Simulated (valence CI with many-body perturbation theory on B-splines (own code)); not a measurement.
**E1 line list for Tb31+**

Computed by configuration interaction combined with many-body perturbation theory (CI+MBPT): six valence electrons over a frozen Dirac-Fock core [Ar] 3d10, radial functions for each j: 9 s, 9 p, 8 d, 6 f, 3 g, 1 h, with the one-electron correlation potential Σ1, the two-electron term Σ2, the three-electron term Σ3, Breit, model QED; selected CI, second order for the rest, scaled by the run's own slope (own B-spline code, finite nucleus).

The last digits are not significant, and no measured levels were compared; by estimate large intervals hold to a few tenths of a per cent, small ones and those within an open d or f shell to about a per cent. Among the levels kept, up to 630 cm⁻¹ of a level comes from second order outside the variational space, and about a tenth of that is noise between levels of different J, which matters for small intervals.

Lines 1 to 50 of 90 in falling wavelength, among levels below 1609000 cm⁻¹, chosen from the strongest by gf and those to the six lowest levels. Wavelengths and rates use the calculated energies. Electric multipoles are in the length gauge, E1 and E2 with the static RPA response of the core. Weak lines are less certain than strong ones. Lines between different terms over intervals too small for the method are left out, as are lines whose strength nearly cancels. The highest levels of a list are the least certain.

Levels are named by their leading jj configuration (3d3/2^4 stands for four electrons in 3d with j = 3/2), which in mixed levels can hold well under half, so a name can repeat and another be missing. Letters in brackets count levels of one name in rising energy.

```tsv
λ vac (nm)	Upper	Lower	A (s⁻¹)	S (a.u.)
50.38	(4s^2 4p1/2^2 4p3/2 4d3/2) J=1	(4s^2 4p3/2^4) J=0	2.23e+06	4.22e-04
32.02	(4s 4p1/2^2 4p3/2^3) J=1	(4s^2 4p3/2^4) J=0	3.03e+07	1.47e-03
24.04	(4s^2 4p1/2^2 4p3/2 4d5/2) J=1	(4s^2 4p3/2^4) J=0	1.47e+07	3.02e-04
18.82	(4s^2 4p1/2 4p3/2^2 4d3/2) J=1 [a]	(4s^2 4p3/2^4) J=0	5.66e+08	5.59e-03
17.80	(4s 4p1/2^2 4p3/2^3) J=2	(4s^2 4p1/2 4p3/2^3) J=2	2.93e+09	4.08e-02
17.16	(4s^2 4p1/2^2 4p3/2 4d3/2) J=1	(4s^2 4p1/2 4p3/2^3) J=2	2.80e+09	2.10e-02
16.89	(4s 4p1/2^2 4p3/2^3) J=2	(4s^2 4p1/2 4p3/2^3) J=1	3.79e+09	4.50e-02
16.84	(4s^2 4p1/2 4p3/2^2 4d5/2) J=1 [a]	(4s^2 4p3/2^4) J=0	2.76e+09	1.95e-02
16.69	(4s^2 4p1/2^2 4p3/2 4d3/2) J=2	(4s^2 4p1/2 4p3/2^3) J=2	7.60e+08	8.71e-03
16.37	(4s^2 4p1/2^2 4p3/2 4d3/2) J=3	(4s^2 4p1/2 4p3/2^3) J=2	1.59e+07	2.41e-04
16.31	(4s^2 4p1/2^2 4p3/2 4d3/2) J=1	(4s^2 4p1/2 4p3/2^3) J=1	6.78e+08	4.36e-03
15.88	(4s^2 4p1/2^2 4p3/2 4d3/2) J=2	(4s^2 4p1/2 4p3/2^3) J=1	1.20e+09	1.19e-02
15.69	(4s^2 4p1/2^2 4p3/2 4d3/2) J=0	(4s^2 4p1/2 4p3/2^3) J=1	1.10e+08	2.10e-04
14.66	(4s^2 4p1/2 4p3/2^2 4d3/2) J=1 [b]	(4s^2 4p3/2^4) J=0	1.10e+09	5.15e-03
14.36	(4s 4p1/2^2 4p3/2^3) J=1	(4s^2 4p1/2 4p3/2^3) J=2	9.75e+09	4.27e-02
13.76	(4s 4p1/2^2 4p3/2^3) J=1	(4s^2 4p1/2 4p3/2^3) J=1	4.01e+09	1.55e-02
13.71	(4s^2 4p1/2^2 4p3/2 4d5/2) J=2	(4s^2 4p1/2 4p3/2^3) J=2	2.26e+09	1.44e-02
13.60	(4s^2 4p1/2 4p3/2^2 4d3/2) J=1 [c]	(4s^2 4p3/2^4) J=0	9.29e+08	3.46e-03
13.16	(4s^2 4p1/2^2 4p3/2 4d5/2) J=3	(4s^2 4p1/2 4p3/2^3) J=2	3.38e+06	2.66e-05
13.16	(4s^2 4p1/2^2 4p3/2 4d5/2) J=2	(4s^2 4p1/2 4p3/2^3) J=1	3.32e+09	1.86e-02
12.94	(4s^2 4p1/2 4p3/2^2 4d3/2) J=1 [d]	(4s^2 4p3/2^4) J=0	2.61e+09	8.39e-03
12.50	(4s^2 4p1/2^2 4p3/2 4d5/2) J=1	(4s^2 4p1/2 4p3/2^3) J=2	2.00e+09	5.79e-03
12.39	(4s^2 4p1/2 4p3/2^2 4d5/2) J=1 [b]	(4s^2 4p3/2^4) J=0	4.05e+09	1.14e-02
12.04	(4s^2 4p1/2^2 4p3/2 4d5/2) J=1	(4s^2 4p1/2 4p3/2^3) J=1	1.45e+09	3.76e-03
10.92	(4s^2 4p1/2 4p3/2^2 4d3/2) J=1 [a]	(4s^2 4p1/2 4p3/2^3) J=2	5.24e+08	1.01e-03
10.92	(4s^2 4p1/2^2 4p3/2 4d3/2) J=1	(4s^2 4p1/2^2 4p3/2^2) J=0	3.66e+08	7.05e-04
10.82	(4s^2 4p1/2 4p3/2^2 4d3/2) J=2 [a]	(4s^2 4p1/2 4p3/2^3) J=2	6.76e+08	2.12e-03
10.74	(4s^2 4p1/2 4p3/2^2 4d3/2) J=0	(4s^2 4p1/2 4p3/2^3) J=1	6.29e+09	3.84e-03
10.57	(4s^2 4p1/2 4p3/2^2 4d3/2) J=3 [a]	(4s^2 4p1/2 4p3/2^3) J=2	1.45e+08	5.94e-04
10.57	(4s^2 4p1/2 4p3/2^2 4d3/2) J=1 [a]	(4s^2 4p1/2 4p3/2^3) J=1	9.83e+06	1.72e-05
10.50	(4s 4p1/2^2 4p3/2^3) J=2	(4s^2 4p1/2^2 4p3/2^2) J=2	8.07e+09	2.31e-02
10.48	(4s^2 4p1/2 4p3/2^2 4d3/2) J=2 [a]	(4s^2 4p1/2 4p3/2^3) J=1	1.01e+07	2.87e-05
10.28	(4s^2 4p1/2^2 4p3/2 4d3/2) J=1	(4s^2 4p1/2^2 4p3/2^2) J=2	2.43e+09	3.91e-03
10.23	(4s^2 4p1/2 4p3/2^2 4d5/2) J=1 [a]	(4s^2 4p1/2 4p3/2^3) J=2	2.89e+10	4.57e-02
10.13	(4s^2 4p1/2 4p3/2^2 4d5/2) J=0 [a]	(4s^2 4p1/2 4p3/2^3) J=1	3.68e+10	1.89e-02
10.11	(4s^2 4p1/2^2 4p3/2 4d3/2) J=2	(4s^2 4p1/2^2 4p3/2^2) J=2	1.48e+10	3.77e-02
10.00	(4s^2 4p1/2 4p3/2^2 4d5/2) J=3 [a]	(4s^2 4p1/2 4p3/2^3) J=2	2.74e+08	9.49e-04
9.988	(4s^2 4p1/2^2 4p3/2 4d3/2) J=3	(4s^2 4p1/2^2 4p3/2^2) J=2	2.38e+08	8.18e-04
9.918	(4s^2 4p1/2 4p3/2^2 4d5/2) J=1 [a]	(4s^2 4p1/2 4p3/2^3) J=1	2.15e+09	3.10e-03
9.895	(4s^2 4p1/2 4p3/2^2 4d3/2) J=2 [b]	(4s^2 4p1/2 4p3/2^3) J=2	1.24e+08	2.96e-04
9.712	(4s 4p1/2^2 4p3/2^3) J=1	(4s^2 4p1/2^2 4p3/2^2) J=0	1.26e+10	1.71e-02
9.606	(4s^2 4p1/2 4p3/2^2 4d3/2) J=2 [b]	(4s^2 4p1/2 4p3/2^3) J=1	5.41e+08	1.18e-03
9.379	(4s^2 4p1/2 4p3/2^2 4d3/2) J=1 [b]	(4s^2 4p1/2 4p3/2^3) J=2	1.15e+10	1.40e-02
9.305	(4s^2 4p1/2 4p3/2^2 4d3/2) J=2 [c]	(4s^2 4p1/2 4p3/2^3) J=2	1.96e+09	3.90e-03
9.228	(4s^2 4p1/2 4p3/2^2 4d3/2) J=3 [b]	(4s^2 4p1/2 4p3/2^3) J=2	4.92e+09	1.34e-02
9.202	(4s 4p1/2^2 4p3/2^3) J=1	(4s^2 4p1/2^2 4p3/2^2) J=2	1.58e+11	1.82e-01
9.119	(4s^2 4p1/2 4p3/2^2 4d3/2) J=1 [b]	(4s^2 4p1/2 4p3/2^3) J=1	1.31e+10	1.47e-02
9.053	(4s^2 4p1/2 4p3/2^2 4d5/2) J=2 [a]	(4s^2 4p1/2 4p3/2^3) J=2	1.03e+09	1.89e-03
9.049	(4s^2 4p1/2 4p3/2^2 4d3/2) J=2 [c]	(4s^2 4p1/2 4p3/2^3) J=1	1.79e+10	3.28e-02
8.934	(4s^2 4p1/2 4p3/2^2 4d3/2) J=1 [c]	(4s^2 4p1/2 4p3/2^3) J=2	3.76e+07	3.97e-05
```
